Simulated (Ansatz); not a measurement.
Ansatz (a quantum-chemistry and plane-wave program) input (B3LYP-D3(BJ)/def2-TZVP):

Ansatz 0.2 input:
```yaml
crystal:
  periodic: [false, false, false]
  atoms:
    - {symbol: C, position_ang: [2.30457836, -0.00039907, 0.68077579]}
    - {symbol: C, position_ang: [1.17178385, 0.01360531, 0.02880527]}
    - {symbol: C, position_ang: [0.43715751, -1.25916524, -0.36033251]}
    - {symbol: C, position_ang: [-0.99775438, -1.24575671, 0.18268626]}
    - {symbol: C, position_ang: [-1.74374187, 0.02128759, -0.23688354]}
    - {symbol: C, position_ang: [-0.98778193, 1.28130548, 0.18591604]}
    - {symbol: C, position_ang: [0.44808728, 1.28425016, -0.35602467]}
    - {symbol: H, position_ang: [2.98970253, -0.73796228, 1.06938706]}
    - {symbol: H, position_ang: [0.97819948, -2.13755229, -0.00745561]}
    - {symbol: H, position_ang: [0.40449001, -1.31486769, -1.45522586]}
    - {symbol: H, position_ang: [-0.96348724, -1.30211286, 1.27523597]}
    - {symbol: H, position_ang: [-1.53057828, -2.13455373, -0.16483587]}
    - {symbol: H, position_ang: [-1.86628654, 0.02289238, -1.32604102]}
    - {symbol: H, position_ang: [-2.74940233, 0.02394623, 0.19037118]}
    - {symbol: H, position_ang: [-0.95368836, 1.33482311, 1.27864478]}
    - {symbol: H, position_ang: [-1.51391488, 2.17450420, -0.15963709]}
    - {symbol: H, position_ang: [0.41253718, 1.34573272, -1.45063296]}
    - {symbol: H, position_ang: [0.99845543, 2.15438489, 0.00053377]}
basis:
  gaussian:
    orbitals: def2-TZVP
hamiltonian:
  xc: b3lyp
  dispersion: d3bj
magnetization: {spin_polarized: true, initial_magnetization: 1}
phonons: {temperatures: {t_min: 298.15, t_max: 298.15, t_step: 100}}
```

Output:

```
Functional definition: B3LYP
integrals: 0.27 GiB planned
1744 factors; their error is unknown
0.41 GiB of the device are held for the grids
1.84 GiB of device memory are held for the factors and their scratch space
mean field: 2.38 GiB planned
mean field evaluation 1: about -7422.7104 eV, gradient 5.8e1 eV
mean field evaluation 2: about -7401.1732 eV, gradient 8.7e1 eV
mean field evaluation 4: about -7438.7757 eV, gradient 7.5e0 eV
mean field evaluation 8: about -7439.0458 eV, gradient 4.0e-1 eV
mean field evaluation 16: about -7439.0018 eV, gradient 1.9e-3 eV
mean field -7439.00179115 eV, -273.3782734883 hartree, gradient 1.7e-5 eV, S^2 0.758791; 0 other end points of the search recorded, 0 dependent functions left out
the calculation of the forces begins
reference -7439.00211777 eV, -273.3782854914 hartree; 27, 26 occupied and 256, 257 virtual orbitals, 1744 factors
these checks for a lower state are left out or cut short: stability, starts, cluster_reference, orbital_swaps, neighbouring_geometries, increment
integrals: 0.27 GiB planned
1744 factors; their error is unknown
0.41 GiB of the device are held for the grids
1.84 GiB of device memory are held for the factors and their scratch space
mean field: 2.38 GiB planned
mean field -7439.00171921 eV, -273.3782708443 hartree, gradient 2.9e-6 eV, S^2 0.758886; 0 other end points of the search recorded, 0 dependent functions left out
the calculation of the forces begins
reference -7439.00204581 eV, -273.3782828470 hartree; 27, 26 occupied and 256, 257 virtual orbitals, 1744 factors
these checks for a lower state are left out or cut short: stability, starts, cluster_reference, orbital_swaps, neighbouring_geometries, increment
integrals: 0.27 GiB planned
1744 factors; their error is unknown
0.41 GiB of the device are held for the grids
1.84 GiB of device memory are held for the factors and their scratch space
mean field: 2.38 GiB planned
mean field evaluation 32: about -7439.0440 eV, gradient 5.5e-1 eV
mean field -7439.00147233 eV, -273.3782617717 hartree, gradient 2.9e-6 eV, S^2 0.758697; 0 other end points of the search recorded, 0 dependent functions left out
the calculation of the forces begins
reference -7439.00179896 eV, -273.3782737751 hartree; 27, 26 occupied and 256, 257 virtual orbitals, 1744 factors
these checks for a lower state are left out or cut short: stability, starts, cluster_reference, orbital_swaps, neighbouring_geometries, increment
integrals: 0.27 GiB planned
1744 factors; their error is unknown
0.41 GiB of the device are held for the grids
1.84 GiB of device memory are held for the factors and their scratch space
mean field: 2.38 GiB planned
mean field -7439.00170835 eV, -273.3782704454 hartree, gradient 2.9e-6 eV, S^2 0.758795; 0 other end points of the search recorded, 0 dependent functions left out
the calculation of the forces begins
reference -7439.00203504 eV, -273.3782824509 hartree; 27, 26 occupied and 256, 257 virtual orbitals, 1744 factors
these checks for a lower state are left out or cut short: stability, starts, cluster_reference, orbital_swaps, neighbouring_geometries, increment
integrals: 0.27 GiB planned
1744 factors; their error is unknown
0.41 GiB of the device are held for the grids
1.84 GiB of device memory are held for the factors and their scratch space
mean field: 2.38 GiB planned
mean field -7439.00171692 eV, -273.3782707602 hartree, gradient 2.9e-6 eV, S^2 0.758786; 0 other end points of the search recorded, 0 dependent functions left out
[...]
these checks for a lower state are left out or cut short: stability, starts, cluster_reference, orbital_swaps, neighbouring_geometries, increment
integrals: 0.27 GiB planned
1744 factors; their error is unknown
0.41 GiB of the device are held for the grids
1.84 GiB of device memory are held for the factors and their scratch space
mean field: 2.38 GiB planned
mean field -7439.00181439 eV, -273.3782743422 hartree, gradient 2.9e-6 eV, S^2 0.758792; 0 other end points of the search recorded, 0 dependent functions left out
the calculation of the forces begins
reference -7439.00214103 eV, -273.3782863460 hartree; 27, 26 occupied and 256, 257 virtual orbitals, 1744 factors
these checks for a lower state are left out or cut short: stability, starts, cluster_reference, orbital_swaps, neighbouring_geometries, increment
integrals: 0.27 GiB planned
1744 factors; their error is unknown
0.41 GiB of the device are held for the grids
1.84 GiB of device memory are held for the factors and their scratch space
mean field: 2.38 GiB planned
mean field -7439.00173675 eV, -273.3782714889 hartree, gradient 2.9e-6 eV, S^2 0.758789; 0 other end points of the search recorded, 0 dependent functions left out
the calculation of the forces begins
reference -7439.00206334 eV, -273.3782834912 hartree; 27, 26 occupied and 256, 257 virtual orbitals, 1744 factors
these checks for a lower state are left out or cut short: stability, starts, cluster_reference, orbital_swaps, neighbouring_geometries, increment
integrals: 0.27 GiB planned
1744 factors; their error is unknown
0.41 GiB of the device are held for the grids
1.84 GiB of device memory are held for the factors and their scratch space
mean field: 2.38 GiB planned
mean field -7439.00165824 eV, -273.3782686038 hartree, gradient 2.9e-6 eV, S^2 0.758790; 0 other end points of the search recorded, 0 dependent functions left out
the calculation of the forces begins
reference -7439.00198482 eV, -273.3782806054 hartree; 27, 26 occupied and 256, 257 virtual orbitals, 1744 factors
these checks for a lower state are left out or cut short: stability, starts, cluster_reference, orbital_swaps, neighbouring_geometries, increment
integrals: 0.27 GiB planned
1744 factors; their error is unknown
0.41 GiB of the device are held for the grids
1.84 GiB of device memory are held for the factors and their scratch space
mean field: 2.38 GiB planned
mean field evaluation 736: about -7439.0017 eV, gradient 8.2e-3 eV
mean field -7439.00173007 eV, -273.3782712438 hartree, gradient 2.9e-6 eV, S^2 0.758792; 0 other end points of the search recorded, 0 dependent functions left out
the calculation of the forces begins
reference -7439.00205673 eV, -273.3782832482 hartree; 27, 26 occupied and 256, 257 virtual orbitals, 1744 factors
these checks for a lower state are left out or cut short: stability, starts, cluster_reference, orbital_swaps, neighbouring_geometries, increment
integrals: 0.27 GiB planned
1744 factors; their error is unknown
0.41 GiB of the device are held for the grids
1.84 GiB of device memory are held for the factors and their scratch space
mean field: 2.38 GiB planned
mean field -7439.00177232 eV, -273.3782727963 hartree, gradient 2.9e-6 eV, S^2 0.758791; 0 other end points of the search recorded, 0 dependent functions left out
the calculation of the forces begins
reference -7439.00209897 eV, -273.3782848003 hartree; 27, 26 occupied and 256, 257 virtual orbitals, 1744 factors
these checks for a lower state are left out or cut short: stability, starts, cluster_reference, orbital_swaps, neighbouring_geometries, increment
integrals: 0.27 GiB planned
1744 factors; their error is unknown
0.41 GiB of the device are held for the grids
1.84 GiB of device memory are held for the factors and their scratch space
mean field: 2.38 GiB planned
mean field -7439.00173358 eV, -273.3782713727 hartree, gradient 2.9e-6 eV, S^2 0.758791; 0 other end points of the search recorded, 0 dependent functions left out
the calculation of the forces begins
reference -7439.00206018 eV, -273.3782833748 hartree; 27, 26 occupied and 256, 257 virtual orbitals, 1744 factors
these checks for a lower state are left out or cut short: stability, starts, cluster_reference, orbital_swaps, neighbouring_geometries, increment
integrals: 0.27 GiB planned
1744 factors; their error is unknown
0.41 GiB of the device are held for the grids
1.84 GiB of device memory are held for the factors and their scratch space
mean field: 2.38 GiB planned
mean field -7439.00176163 eV, -273.3782724033 hartree, gradient 2.9e-6 eV, S^2 0.758792; 0 other end points of the search recorded, 0 dependent functions left out
the calculation of the forces begins
reference -7439.00208828 eV, -273.3782844077 hartree; 27, 26 occupied and 256, 257 virtual orbitals, 1744 factors
these checks for a lower state are left out or cut short: stability, starts, cluster_reference, orbital_swaps, neighbouring_geometries, increment
integrals: 0.27 GiB planned
1744 factors; their error is unknown
0.41 GiB of the device are held for the grids
1.84 GiB of device memory are held for the factors and their scratch space
mean field: 2.38 GiB planned
mean field -7439.00167884 eV, -273.3782693609 hartree, gradient 2.9e-6 eV, S^2 0.758789; 0 other end points of the search recorded, 0 dependent functions left out
the calculation of the forces begins
reference -7439.00200542 eV, -273.3782813626 hartree; 27, 26 occupied and 256, 257 virtual orbitals, 1744 factors
these checks for a lower state are left out or cut short: stability, starts, cluster_reference, orbital_swaps, neighbouring_geometries, increment
integrals: 0.27 GiB planned
1744 factors; their error is unknown
0.41 GiB of the device are held for the grids
1.84 GiB of device memory are held for the factors and their scratch space
mean field: 2.38 GiB planned
mean field evaluation 768: about -7439.0453 eV, gradient 6.2e-4 eV
mean field -7439.00176376 eV, -273.3782724816 hartree, gradient 2.9e-6 eV, S^2 0.758791; 0 other end points of the search recorded, 0 dependent functions left out
the calculation of the forces begins
reference -7439.00209037 eV, -273.3782844844 hartree; 27, 26 occupied and 256, 257 virtual orbitals, 1744 factors
these checks for a lower state are left out or cut short: stability, starts, cluster_reference, orbital_swaps, neighbouring_geometries, increment
integrals: 0.27 GiB planned
1744 factors; their error is unknown
0.41 GiB of the device are held for the grids
1.84 GiB of device memory are held for the factors and their scratch space
mean field: 2.38 GiB planned
mean field -7439.00176883 eV, -273.3782726679 hartree, gradient 2.9e-6 eV, S^2 0.758791; 0 other end points of the search recorded, 0 dependent functions left out
the calculation of the forces begins
reference -7439.00209545 eV, -273.3782846712 hartree; 27, 26 occupied and 256, 257 virtual orbitals, 1744 factors
Total energy: -7439.77589624 eV, -273.4067213256 hartree
Atom 0 at     2.304578    -0.000399     0.680776 Å, force     0.001173    -0.001006     0.000607 eV/Å
Atom 1 at     1.171784     0.013605     0.028805 Å, force    -0.001634     0.000123    -0.000749 eV/Å
Atom 2 at     0.437158    -1.259165    -0.360333 Å, force    -0.000407    -0.000110     0.000461 eV/Å
Atom 3 at    -0.997754    -1.245757     0.182686 Å, force    -0.000127    -0.000051    -0.000045 eV/Å
Atom 4 at    -1.743742     0.021288    -0.236884 Å, force     0.000377    -0.000095     0.000428 eV/Å
Atom 5 at    -0.987782     1.281305     0.185916 Å, force    -0.000300    -0.000119     0.000004 eV/Å
Atom 6 at     0.448087     1.284250    -0.356025 Å, force    -0.000288     0.000161     0.000576 eV/Å
Atom 7 at     2.989703    -0.737962     1.069387 Å, force    -0.000270     0.000687    -0.000612 eV/Å
Atom 8 at     0.978199    -2.137552    -0.007456 Å, force     0.000336    -0.000328    -0.000374 eV/Å
Atom 9 at     0.404490    -1.314868    -1.455226 Å, force     0.000258     0.000115     0.000069 eV/Å
Atom 10 at    -0.963487    -1.302113     1.275236 Å, force    -0.000137     0.000259     0.000440 eV/Å
Atom 11 at    -1.530578    -2.134554    -0.164836 Å, force     0.000390     0.000365    -0.000013 eV/Å
Atom 12 at    -1.866287     0.022892    -1.326041 Å, force    -0.000327    -0.000266     0.000025 eV/Å
Atom 13 at    -2.749402     0.023946     0.190371 Å, force     0.000008    -0.000033    -0.000559 eV/Å
Atom 14 at    -0.953688     1.334823     1.278645 Å, force    -0.000332    -0.000042     0.000023 eV/Å
Atom 15 at    -1.513915     2.174504    -0.159637 Å, force     0.000265    -0.000060    -0.000035 eV/Å
Atom 16 at     0.412537     1.345733    -1.450633 Å, force     0.000520    -0.000024    -0.000272 eV/Å
Atom 17 at     0.998455     2.154385     0.000534 Å, force     0.000497     0.000425     0.000026 eV/Å
Dipole moment:    -0.211182    -0.122239    -0.078008 e Å
Vibrations: 129.78 204.28 303.35 377.14 401.66 433.16 472.56 623.55 681.28 754.13 796.49 827.70 849.01 870.89 917.85 943.69 1002.65 1034.22 1082.17 1096.71 1128.44 1140.26 1219.76 1255.60 1279.21 1294.15 1335.60 1354.19 1368.22 1381.62 1383.75 1476.97 1483.57 1487.72 1493.40 1504.27 1687.71 2997.04 3001.56 3005.89 3019.89 3021.17 3056.92 3058.76 3064.37 3081.16 3090.29 3231.17 cm⁻¹, zero-point energy 4.383148 eV
```

It need not be the lowest isomer of its formula.
